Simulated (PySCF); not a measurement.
Cards and structures have been mixed up. Pair them.

Structures:
1. `FC1C=CC=C1`
2. `[H]/N=C\C1=C[C@@H]2[C@@H]3[C@H]1[C@H]23`
3. `[SiH]1(N[SiH2]N1)SC`

Card P (geometry GFN2-xTB):
* Rotational constants A, B, C: 7.639, 3.579, 2.613 GHz
* Static isotropic polarisability (B3LYP/def2-SVPD): 55.4 au
* Lowest singlet excitation (TDDFT B3LYP/def2-SVPD): 4.37 eV (284 nm, f = 0.044)
* HOMO energy (B3LYP/def2-SVPD): -6.58 eV
* Point group: Cs

Card Q (geometry GFN2-xTB):
- Rotational constants A, B, C: 6.350, 1.555, 1.366 GHz
- Static isotropic polarisability (B3LYP/def2-SVPD): 81.9 au
- HOMO energy (B3LYP/def2-SVPD): -6.29 eV
- Dipole moment (B3LYP/def2-SVPD): 3.95 D
- Lowest triplet excitation (Tamm–Dancoff) (TDA B3LYP/def2-SVPD): 2.57 eV

Card R (geometry GFN2-xTB):
* Rotational constants A, B, C: 3.817, 1.255, 1.153 GHz
* Static isotropic polarisability (CAM-B3LYP/def2-SVPD): 93.9 au
* HOMO energy (CAM-B3LYP/def2-SVPD): -8.08 eV
* Dipole moment (CAM-B3LYP/def2-SVPD): 1.88 D
* Lowest triplet excitation (Tamm–Dancoff) (TDA CAM-B3LYP/def2-SVPD): 5.42 eV

Each SMILES stands for a single optimised conformer of the isolated species, non-relativistic unless stated; the electronic structure was computed with PySCF and density fitting.

Question: Which card belongs to which structure?

Answer: P = 1, Q = 2, R = 3. What ties each card to its structure:
- 1 (card P), C5H5F, monoisotopic mass 84.0 u, 6 heavy atoms: an asymmetric top with C = 2.613 GHz, the highest such constant on the cards; polarisability 55.4 au for 44 electrons.
- 2 (card Q), C7H7N, monoisotopic mass 105.1 u, 8 heavy atoms: an asymmetric top with C = 1.366 GHz; polarisability 81.9 au for 56 electrons; dipole 3.95 D.
- 3 (card R), CH8N2SSi2, monoisotopic mass 136.0 u, 6 heavy atoms: an asymmetric top with C = 1.153 GHz, the lowest such constant on the cards; polarisability 93.9 au for 72 electrons; dipole 1.88 D.
